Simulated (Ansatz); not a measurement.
`OC[SiH2]S` + `O[SiH2]/C=C/[SiH3]` → `OC[SiH2][SiH2]O` + `[SiH3]/C=C\S`  (redistribution)

Calculated with Ansatz (gas phase, PBE0-D4/def2-TZVP geometries, no zero-point term in ΔE). CCSD(T)/CBS adds triple-zeta CCSD(T) − MP2 to the extrapolated MP2 energy (def2 sets, frozen cores). Double bonds are as drawn, so ΔE can hold a change between cis and trans. DFT in def2-TZVPP. B3LYP here is the variant with VWN-RPA as its local correlation; programs differ in this. HSE06 is defined as in plane-wave codes. Each species was taken in one conformer, which may not be the lowest.

`OC[SiH2]S`:

```xyz
10

O     0.847    0.269   -1.335
C     0.287   -0.755   -0.528
Si   -0.224    0.036    1.106
S    -1.614    1.612    0.737
H     1.073   -0.096   -2.193
H    -0.597   -1.209   -0.997
H     1.010   -1.560   -0.330
H     0.988    0.523    1.814
H    -0.931   -0.958    1.955
H    -0.839    2.139   -0.229
```

`O[SiH2]/C=C/[SiH3]`:

```xyz
13

O     0.978   -2.425   -0.803
Si    0.311   -1.998    0.643
C    -0.181   -0.202    0.650
C     0.095    0.634   -0.356
Si   -0.391    2.433   -0.373
H     0.384   -2.557   -1.542
H     1.351   -2.260    1.668
H    -0.892   -2.826    0.944
H    -0.724    0.184    1.516
H     0.644    0.239   -1.213
H    -1.261    2.730   -1.543
H     0.812    3.302   -0.474
H    -1.125    2.746    0.881
```

`OC[SiH2][SiH2]O`:

```xyz
13

O     0.684    0.697    2.628
C     0.161   -0.095    1.575
Si    0.713    0.633   -0.083
Si   -0.232   -0.603   -1.843
O    -1.888   -0.523   -1.831
H     0.405    0.319    3.466
H     0.512   -1.135    1.632
H    -0.938   -0.128    1.594
H     2.199    0.609   -0.187
H     0.258    2.050   -0.179
H     0.084   -2.048   -1.713
H     0.323   -0.120   -3.142
H    -2.284    0.345   -1.916
```

`[SiH3]/C=C\S`:

Z-matrix (Å, degrees):
```
Si
C 1 1.855
H 1 1.485 2 109.3
H 1 1.490 2 111.5 3 120.5
H 1 1.491 2 111.1 3 -120.3
C 2 1.336 1 126.4 3 169.6
H 2 1.087 1 117.8 3 -10.7
S 6 1.740 2 129.2 1 -0.3
H 6 1.088 2 120.8 1 179.6
H 8 1.345 6 98.0 2 -2.8
```

| level | ΔE (kJ/mol) | difference from CCSD(T)/CBS |
| --- | --- | --- |
| PBE-D4 | 90.2 | -25.6 |
| revPBE-D4 | 91.3 | -24.5 |
| BLYP-D4 | 99.2 | -16.6 |
| r2SCAN-D4 | 104.8 | -11.0 |
| B97M-V | 106.1 | -9.7 |
| PBE0-D4 | 101.0 | -14.8 |
| r2SCAN0-D4 | 111.4 | -4.4 |
| HSE06-D4 | 100.8 | -15.0 |
| CAM-B3LYP-D4 | 113.4 | -2.4 |
| ωB97X-V | 111.6 | -4.2 |
| ωB97M-V | 118.8 | 3.0 |
| B2PLYP | 113.6 | -2.2 |
| PBE-QIDH | 113.3 | -2.5 |
| PBE | 90.5 | -25.3 |
| revPBE | 90.5 | -25.3 |
| BLYP | 99.5 | -16.3 |
| r2SCAN | 104.9 | -10.9 |
| PBE0 | 101.3 | -14.5 |
| B3LYP | 107.7 | -8.1 |
| r2SCANh | 107.6 | -8.2 |
| r2SCAN0 | 111.4 | -4.4 |
| BHLYP | 119.8 | 4.0 |
| CAM-B3LYP | 113.9 | -1.9 |
| LC-ωPBE | 110.0 | -5.8 |
| RPA@PBE/def2-TZVPP | 111.1 | -4.7 |
| HF/def2-SVP | 136.1 | 20.3 |
| MP2/def2-SVP | 119.5 | 3.7 |
| CCSD/def2-SVP | 116.4 | 0.6 |
| CCSD(T)/def2-SVP | 113.0 | -2.8 |
| HF/def2-TZVPP | 133.3 | 17.5 |
| MP2/def2-TZVPP | 121.0 | 5.2 |
| SCS-MP2/def2-TZVPP | 120.8 | 5.0 |
| CCSD/def2-TZVPP | 118.4 | 2.6 |
| CCSD(T)/def2-TZVPP | 114.9 | -0.9 |
| HF/def2-QZVPP | 133.4 | 17.6 |
| MP2/def2-QZVPP | 121.6 | 5.8 |
| SCS-MP2/def2-QZVPP | 121.6 | 5.8 |
| HF/CBS(def2) | 133.4 | 17.6 |
| MP2/CBS(def2) | 122.0 | 6.2 |
| CCSD/CBS(def2) | 119.3 | 3.5 |
| CCSD(T)/CBS | 115.8 | 0 |

Largest T1 diagnostic among the species: 0.013.

In def2-TZVPP, CCSD(T) changes the Hartree–Fock value by −18.4 kJ/mol (the triples alone add −3.5 kJ/mol) and MP2 by −12.3 kJ/mol. From BLYP to BHLYP (50 % exact exchange), in def2-TZVPP and without D4, ΔE moves by +20.4 kJ/mol. Leaving LDA and LC-ωPBE aside and taking each functional with its dispersion term where it has one, the values spread over 28.7 kJ/mol, from PBE-D4 to ωB97M-V.
